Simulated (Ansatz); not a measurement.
Abridged output of a molecular run in Ansatz:

```
Functional definition: HF
1791 factors; integrals over basis functions are off by at most 8.9e-4 eV
mean field evaluation 1: about -29195.7609 eV, gradient 3.5e1 eV
mean field evaluation 2: about -29196.1141 eV, gradient 3.5e1 eV
mean field evaluation 4: about -29199.6702 eV, gradient 4.2e0 eV
mean field evaluation 8: about -29199.7408 eV, gradient 2.5e-1 eV
mean field -29199.74110524 eV, -1073.0706933220 hartree, gradient 3.1e-6 eV, S^2 0.000000; 0 other end points of the search recorded, 0 dependent functions left out
17 core orbitals not correlated: weight in the atoms' cores, before any rotation towards them, 1.000 or more for the frozen orbitals, at most 0.000 for the correlated occupied ones
reference -29199.74110524 eV, -1073.0706933220 hartree; 16, 16 occupied and 281, 281 virtual orbitals, 1791 factors
second order -22.37995421 eV of doubles, -0.00000000 eV of singles
cycle   1  -23.53571776 eV  change    -1.2e0 eV  update   1.0e-1
cycle   2  -24.17755346 eV  change   -6.4e-1 eV  update   3.1e-2
cycle   3  -24.27274148 eV  change   -9.5e-2 eV  update   1.3e-2
cycle   4  -24.26463193 eV  change    8.1e-3 eV  update   3.5e-3
cycle   5  -24.26314102 eV  change    1.5e-3 eV  update   1.7e-3
cycle   6  -24.26327764 eV  change   -1.4e-4 eV  update   5.1e-4
cycle   7  -24.26306261 eV  change    2.2e-4 eV  update   2.2e-4
cycle   8  -24.26305973 eV  change    2.9e-6 eV  update   8.1e-5
cycle   9  -24.26309289 eV  change   -3.3e-5 eV  update   3.2e-5
perturbative correction -0.99018547 eV, -0.0363886449 hartree
Total energy: -29224.99438359 eV, -1073.9987341844 hartree
```

Its atoms:

Z-matrix (Å, degrees):
```
C
Si 1 1.885
N 1 1.462 2 114.1
H 1 1.095 2 109.3 3 -122.4
H 1 1.095 2 109.6 3 122.5
S 2 2.148 1 109.6 3 -54.3
H 2 1.491 1 112.9 3 -176.2
H 2 1.487 1 109.7 3 60.9
H 3 1.013 1 110.7 2 -62.6
H 3 1.014 1 110.1 2 55.1
Si 6 2.135 2 97.1 1 -85.1
H 11 1.487 6 110.7 2 46.8
H 11 1.484 6 111.0 2 -74.0
H 11 1.483 6 106.9 2 166.2
```

Problem. Which basis set was used?
A. cc-pV(D+d)Z
B. def2-TZVPPD
C. def2-TZVPP
D. def2-QZVPP

Solution. C. It gives 314 functions.

Problem. Write the keys of the input that set method, charge and spin (a neutral closed shell needs none for the last two).

Solution. 
```yaml
correlation: {method: ccsd_t}
```
